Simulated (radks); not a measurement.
Q: Species: Mo+. Configuration: [Kr] 4d5. All-electron calculation, scalar-relativistic Kohn-Sham, PBEsol, spin-unpolarised, spherical densities, finite nucleus; Fermi nuclear charge, rms radius 4.4091 fm. Program: a radial shooting solver on a logarithmic mesh with Libxc functionals. Some entries of the table are withheld. Estimate them.

| orbital | occ. | eigenvalue (eV) | <r> (bohr) | <r^2> (bohr^2) |
|---|---|---|---|---|
| 1s | 2 | -19816.37 | 0.03518 | 0.001670 |
| 2s | 2 | -2804.634 | 0.1538 | 0.02788 |
| 2p | 6 | -2508.579 | 0.1340 | 0.02194 |
| 3s | 2 | -482.6528 | 0.4292 | (1) |
| 3p | 6 | -385.6411 | 0.4308 | 0.2161 |
| 3d | 10 | -227.6482 | (2) | 0.2076 |
| 4s | 2 | -71.0526 | 1.108 | 1.394 |
| 4p | 6 | -45.2469 | 1.239 | 1.763 |
| 4d | 5 | -10.4147 | 1.889 | (3) |

A: 
(1) 3s <r^2> (bohr^2): 0.2111
(2) 3d <r> (bohr): 0.4154
(3) 4d <r^2> (bohr^2): 4.377
